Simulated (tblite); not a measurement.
Species: C5H8Cl4Si.
Atom-mapped SMILES: `[Cl:1][CH:2]([Cl:3])[C@@H:4]([Cl:5])[C@H:6]([Cl:7])[C@@H:8]1[CH2:9][SiH2:10]1` (hydrogens: H11 on C2; H12 on C4; H13 on C6; H14 on C8; H15, H16 on C9; H17, H18 on Si10)

Computed with GFN2-xTB (tblite), gas phase: L-BFGS steps from a force-field or distance-geometry start until the largest atomic force falls under 0.01 eV/Å.

Step 25: E = -943.4360 eV
```
atom  x, y, z in Å  |  force x, y, z in eV/Å
Cl1     3.9187   -1.1897    0.2486   -0.045  -0.015   0.025
C2      2.6586   -0.1079   -0.3826    0.024   0.011   0.020
Cl3     2.4940   -0.3896   -2.1286   -0.008  -0.018   0.011
C4      1.3299   -0.3451    0.3203    0.013  -0.006  -0.002
Cl5     1.5713    0.0195    2.0496   -0.004  -0.005  -0.024
C6      0.1954    0.5090   -0.2512   -0.001  -0.009  -0.012
Cl7     0.6733    2.2360   -0.1631   -0.009   0.026  -0.002
C8     -1.1196    0.3148    0.4399   -0.011   0.036   0.009
C9     -1.9045   -0.9592    0.0864    0.014  -0.020  -0.033
Si10   -2.7369    0.6243   -0.4999    0.022  -0.018   0.014
H11     3.0036    0.9184   -0.2415    0.000   0.025  -0.023
H12     1.0471   -1.3992    0.2516   -0.001  -0.018   0.014
H13     0.1046    0.2789   -1.3162   -0.003   0.000  -0.006
H14    -1.0609    0.5307    1.4995    0.007   0.017   0.026
H15    -1.4291   -1.6148   -0.6287    0.014  -0.032  -0.054
H16    -2.2884   -1.5168    0.9280   -0.002   0.010   0.022
H17    -3.8728    1.1539    0.2222   -0.004  -0.003   0.048
H18    -2.5930    0.9429   -1.9061   -0.004   0.018  -0.033
```

Step 26: E = -943.4366 eV
```
atom  x, y, z in Å  |  force x, y, z in eV/Å
Cl1     3.9193   -1.1902    0.2520   -0.062   0.002   0.014
C2      2.6583   -0.1083   -0.3821    0.032   0.001   0.028
Cl3     2.4931   -0.3931   -2.1269   -0.002  -0.017   0.009
C4      1.3294   -0.3455    0.3209    0.014   0.001  -0.016
Cl5     1.5711    0.0196    2.0484   -0.004  -0.002   0.002
C6      0.1952    0.5088   -0.2514    0.006   0.007  -0.019
Cl7     0.6749    2.2370   -0.1657   -0.017   0.000  -0.004
C8     -1.1204    0.3162    0.4395    0.003   0.044   0.002
C9     -1.9027   -0.9589    0.0851    0.003  -0.006  -0.039
Si10   -2.7390    0.6243   -0.4993    0.037  -0.031   0.028
H11     3.0034    0.9185   -0.2418   -0.004   0.011  -0.025
H12     1.0463   -1.3996    0.2516    0.000  -0.014   0.015
H13     0.1057    0.2762   -1.3162   -0.009   0.012   0.001
H14    -1.0616    0.5336    1.4991    0.006   0.007   0.016
H15    -1.4266   -1.6104   -0.6341    0.003  -0.030  -0.026
H16    -2.2847   -1.5172    0.9275    0.003   0.002   0.003
H17    -3.8749    1.1494    0.2263   -0.002  -0.002   0.045
H18    -2.5956    0.9461   -1.9046   -0.006   0.017  -0.034
```

Step 27: E = -943.4370 eV
```
atom  x, y, z in Å  |  force x, y, z in eV/Å
Cl1     3.9185   -1.1909    0.2551   -0.062   0.009   0.009
C2      2.6587   -0.1086   -0.3812    0.023  -0.005   0.024
Cl3     2.4922   -0.3964   -2.1253    0.005  -0.016   0.006
C4      1.3292   -0.3458    0.3210    0.007   0.008  -0.021
Cl5     1.5708    0.0197    2.0473   -0.005   0.002   0.024
C6      0.1950    0.5089   -0.2518    0.011   0.019  -0.018
Cl7     0.6754    2.2381   -0.1677   -0.019  -0.020  -0.006
C8     -1.1210    0.3178    0.4392    0.017   0.028  -0.004
C9     -1.9011   -0.9591    0.0836    0.000   0.009  -0.031
Si10   -2.7403    0.6238   -0.4987    0.032  -0.025   0.023
H11     3.0035    0.9189   -0.2426   -0.006  -0.001  -0.024
H12     1.0457   -1.4001    0.2517    0.004  -0.005   0.014
H13     0.1065    0.2741   -1.3163   -0.015   0.021   0.004
H14    -1.0624    0.5364    1.4990    0.005  -0.004   0.001
H15    -1.4247   -1.6077   -0.6392   -0.007  -0.023   0.006
H16    -2.2817   -1.5172    0.9272    0.011  -0.004  -0.022
H17    -3.8760    1.1456    0.2310    0.008  -0.006   0.034
H18    -2.5973    0.9490   -1.9040   -0.011   0.013  -0.019
```

Problem. Estimate the geometry and energy of step 28. (The exact step hangs on the optimiser's Hessian estimate; all steps are aligned on step 27, rigid shifts and turns removed.)

Solution. E = -943.4374 eV, largest force 0.050 eV/Å
```
atom  x, y, z in Å  |  force x, y, z in eV/Å
Cl1     3.9167   -1.1913    0.2578   -0.048   0.006   0.011
C2      2.6594   -0.1088   -0.3802    0.003  -0.005   0.010
Cl3     2.4918   -0.3993   -2.1241    0.011  -0.015   0.003
C4      1.3292   -0.3459    0.3208   -0.002   0.012  -0.014
Cl5     1.5706    0.0197    2.0468   -0.007   0.004   0.033
C6      0.1951    0.5092   -0.2523    0.011   0.022  -0.010
Cl7     0.6751    2.2387   -0.1692   -0.014  -0.024  -0.008
C8     -1.1211    0.3195    0.4388    0.024   0.001  -0.009
C9     -1.8997   -0.9593    0.0819    0.005   0.017  -0.014
Si10   -2.7408    0.6230   -0.4982    0.014  -0.005   0.007
H11     3.0036    0.9192   -0.2437   -0.005  -0.006  -0.020
H12     1.0454   -1.4005    0.2520    0.007   0.007   0.011
H13     0.1068    0.2730   -1.3164   -0.018   0.026   0.000
H14    -1.0631    0.5387    1.4990    0.007  -0.013  -0.011
H15    -1.4235   -1.6063   -0.6431   -0.012  -0.015   0.028
H16    -2.2794   -1.5173    0.9266    0.017  -0.007  -0.040
H17    -3.8761    1.1426    0.2355    0.020  -0.011   0.021
H18    -2.5985    0.9513   -1.9039   -0.015   0.008   0.002
```

The energy changes by -0.0004 eV. The first-order estimate −F·Δx gives -0.0005 eV and the mean of the old and new forces, exact on a quadratic surface, -0.0004 eV. The step makes an angle of 67° with the force vector and moves no atom by more than 0.005 Å.

What follows is the cost of the whole relaxation. On one thread, Arm Neoverse N1 (aarch64), no GPU, shared host with 64 logical CPUs at a one-minute load of 59, this took 2.2 s of wall time.
